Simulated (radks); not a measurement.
Values are calculated unless marked as measured or tabulated.
Q: Ionisation of Te, [Kr] 4d10 5s2 5p4, to Te+, [Kr] 4d10 5s2 5p3, under several functionals. Scalar-relativistic Kohn-Sham, spin-polarised, spherical densities, finite nucleus; open shells are filled with parallel spins first (spin-orbit coupling, left out, can overturn this in heavy ions); a radial shooting solver on a logarithmic mesh with Libxc functionals. Known Delta-SCF values: PW91 8.715 eV. What does BLYP give, and what is its highest occupied eigenvalue?

A: 8.732 eV by Delta-SCF; the 5p eigenvalue is -5.188 eV. NIST: 9.010 eV (measured).
